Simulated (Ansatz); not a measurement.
Consider the ligand exchange at the Si–S bond: `CC[SiH2]SC` + HBr → `CC[SiH2]Br` + CH₃SH.

Calculated with Ansatz (gas phase, PBE0-D4/def2-TZVP geometries, no zero-point term in ΔE). CCSD(T)/CBS adds triple-zeta CCSD(T) − MP2 to the extrapolated MP2 energy (def2 sets, frozen cores). This one scheme is used for every species. Functionals use def2-TZVPP. For Br outer-core shells are correlated without core-valence functions, which leaves a few kJ/mol of doubt a bond. Scalar relativity is left out up to krypton. One conformer a species, not always the lowest.

```tsv
level	ΔE (eV)
PBE-D4	-0.33
PBE0	-0.42
SCS-MP2/def2-TZVPP	-0.42
CCSD(T)/def2-TZVPP	-0.38
```

(1) What does CCSD(T)/CBS give? (Estimate.)

Largest T1 diagnostic among the species: 0.010.

## Answers

(1) Ansatz gave: -0.41 eV. The listed levels differ from it by 0.08, -0.01, -0.01, 0.03 eV.

The D4 term adds +0.09 eV with B3LYP and +0.06 eV with PBE0; it sums over pairs of atoms, weighted by their polarisabilities, and B3LYP, whose exchange is more repulsive, gets the larger term. From PBE to PBE0 (25 % exact exchange), in def2-TZVPP and without D4, ΔE moves by −0.03 eV.

B3LYP here is the variant with VWN-RPA as its local correlation; programs differ in this.
